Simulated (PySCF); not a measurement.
**Manganese: highly charged ions in a basis for the neutral atom**

Mn⁷⁺ [Ar], Mn⁸⁺ [Ne] 3s2 3p5. Calculation: PySCF 2.14, in cc-pVTZ (7s6p4d2f1g, 68 functions); no relativity, point nucleus. No spin-orbit coupling, so a gap to NIST mixes the basis error with missing relativistic terms.

Changed run: basis of the neutral atom used for a highly charged ion. This setting is unsound on purpose.

| species | method | sound run (hartree) | changed run (hartree) | converged |
| --- | --- | --- | --- | --- |
| Mn⁷⁺ | UHF | not run | -1135.54825 | yes |
| Mn⁷⁺ | PBE0 | not run | -1136.13710 | yes |
| Mn⁷⁺ | r2SCAN | not run | -1136.31902 | yes |
| Mn⁸⁺ | UHF | not run | -1128.39892 | yes |
| Mn⁸⁺ | PBE0 | not run | -1128.93730 | yes |
| Mn⁸⁺ | r2SCAN | not run | -1129.11324 | yes |

Ionisation energy of Mn⁷⁺:

```tsv
method	changed run (eV)	NIST (eV)
UHF	194.54	195.5 ± 0.3
PBE0	195.92	195.5 ± 0.3
r2SCAN	196.08	195.5 ± 0.3
```

The contracted functions were made for the neutral atom and can be too rigid for a highly charged ion.
